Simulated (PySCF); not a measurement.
Task: Write Cartesian coordinates for `C=CC[C@@H](C)C(C)C` (4,5-dimethyl-1-hexene) as optimised with PBE0-D3(BJ)/def2-SVP.

Result: 
```xyz
24
C8H16 angstrom
C      3.4458    0.2095    0.3334
C      2.3166    0.5915   -0.2655
C      0.9513    0.5609    0.3439
C     -0.0446   -0.3082   -0.4404
C      0.3482   -1.7797   -0.3785
C     -1.5116   -0.0796   -0.0171
C     -1.7555   -0.2834    1.4757
C     -2.0343    1.2807   -0.4682
H      3.4433   -0.1693    1.3609
H      4.4120    0.2635   -0.1751
H      2.3680    0.9599   -1.2992
H      1.0214    0.2067    1.3857
H      0.5668    1.5954    0.3886
H      0.0186    0.0039   -1.5001
H     -0.3178   -2.3967   -1.0014
H      0.2982   -2.1675    0.6518
H      1.3798   -1.9288   -0.7305
H     -2.0996   -0.8461   -0.5546
H     -1.3764   -1.2537    1.8303
H     -1.2723    0.5050    2.0746
H     -2.8324   -0.2483    1.7019
H     -1.5166    2.1076    0.0445
H     -3.1075    1.3848   -0.2449
H     -1.9016    1.4243   -1.5520
```

Orientation and origin are arbitrary. Atoms count from 1 in this order. Of the pairs four or more bonds apart, H13···H22 is among the closest relative to their van der Waals radii: 2.17 Å, 91 % of the sum of Bondi's values. The C–C distances run from 1.334 Å (C1=C2, drawn double) to 1.544 Å (C4–C6, drawn single), a spread of 0.210 Å.

Bonds between heavy atoms (Å): C1=C2 1.334, C2–C3 1.495, C3–C4 1.537, C4–C5 1.524, C4–C6 1.544, C6–C7 1.526, C6–C8 1.525.

Method: PySCF 2.14.0, PBE0-D3(BJ)/def2-SVP geometry optimisation, gas phase.

Point group: C1 (no symmetry element, even within 0.4 Å). PBE0-D3(BJ)/def2-SVP frequencies: not computed here. One conformer, not necessarily the lowest (C1–C2–C3–C4 -121°, C2–C3–C4–C5 67°, C3–C4–C6–C7 -56°).
